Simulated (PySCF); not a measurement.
Species: C9H10NP.
SMILES with atom numbers: `[CH:1]#[C:2][c:3]1[cH:4][p:5][cH:6][n:7]1[CH:8]1[CH2:9][CH2:10][CH2:11]1`

Geometry (GFN2-xTB, Å), atoms numbered from 1 in this order:
```
atom  x, y, z in Å
C1     0.560   -3.178    0.241
C2     0.968   -2.084   -0.042
C3     1.517   -0.843   -0.407
C4     2.669   -0.675   -1.140
P5     3.068    1.015   -1.362
C6     1.661    1.410   -0.457
N7     0.949    0.342   -0.036
C8    -0.252    0.413    0.756
C9    -1.468   -0.386    0.249
C10   -2.357    0.825    0.566
C11   -1.096    1.695    0.672
H12    0.190   -4.126    0.494
H13    3.247   -1.498   -1.521
H14    1.329    2.400   -0.201
H15   -0.011    0.154    1.794
H16   -1.401   -0.588   -0.818
H17   -1.688   -1.312    0.773
H18   -3.073    1.111   -0.200
H19   -2.875    0.722    1.517
H20   -0.914    2.248   -0.247
H21   -1.032    2.372    1.521
```

NICS = −σ at a ghost point: NICS(0) at the centroid of the ring atoms, NICS(1) 1 Å to either side along the normal of their mean plane, zz for the tensor component along that normal. Level: GIAO PBE0/pcSseg-1 (PySCF, non-relativistic, gas phase) on the GFN2-xTB geometry, one conformer.

Ring bond lengths (Å), with Mayer bond orders in brackets: C3–C4 1.376 (1.43), C4–P5 1.750 (1.27), P5–C6 1.720 (1.40), C6–N7 1.350 (1.26), N7–C3 1.366 (1.05); C8–C9 1.541 (1.02), C9–C10 1.535 (1.05), C10–C11 1.536 (1.05), C11–C8 1.537 (1.03).

Question: Give the NICS values of each ring in ppm.

Answer: 
```csv
ring,type,NICS(0),"NICS(1), two faces","NICS(1)zz, two faces",rms pucker (Å),"centre to ring atoms, mean (Å)"
C3–C4–P5–C6–N7,5-membered ring with N and P; formal bonds all aromatic,-12.8,-11.2 / -11.1,-26.8 / -26.8,0.00,1.28
C8–C9–C10–C11,4-membered carbocycle; formal bonds all single,-1.2,-1.2 / -0.4,2.8 / 7.0,0.10,1.08
```

Question: What do they say, and how far can they be read as aromaticity?

Answer: 
- C3–C4–P5–C6–N7: mean NICS(1)zz -26.8 ppm, shielded.
- C8–C9–C10–C11: mean NICS(1)zz 4.9 ppm, deshielded. C8, C9, C10, C11 have four or more neighbours, so the value isn't read as a sign of a π ring current. The two faces differ by 4.2 ppm, so no symmetry operation interchanges them.

Question: What does the geometric index give? HOMA = 1 − mean of α(R − Ropt)² over the ring bonds, with Krygowski's 1993 parameters (CC: Ropt 1.388 Å, α 257.7 Å⁻²; CN: Ropt 1.334 Å, α 93.52 Å⁻²; CP: Ropt 1.698 Å, α 118.91 Å⁻²).

Answer: 
- C3–C4–P5–C6–N7: HOMA 0.89; the largest term is that of C4–P5, α(R − Ropt)² = 0.32.

Question: What is the mean of the two in-plane components of NICS at the first NICS(1) probe listed for ring C3–C4–P5–C6–N7, 1 Å off the ring?

Answer: The isotropic value is a third of the trace: (3 × -11.2 − (-26.8))/2 = -3.4 ppm.

Question: Give the inner angles of the rings and the Hirshfeld charges of the ring atoms.

Answer: 
- C3–C4–P5–C6–N7: C3 112.8° (+0.027 e), C4 112.1° (-0.136 e), P5 88.2° (+0.009 e), C6 114.4° (-0.078 e), N7 112.5° (+0.010 e); sum 540.0° against 540° for a flat convex ring.
- C8–C9–C10–C11: C8 88.9° (+0.033 e), C9 88.9° (-0.075 e), C10 89.2° (-0.067 e), C11 89.0° (-0.068 e); sum 355.9° against 360° for a flat convex ring.
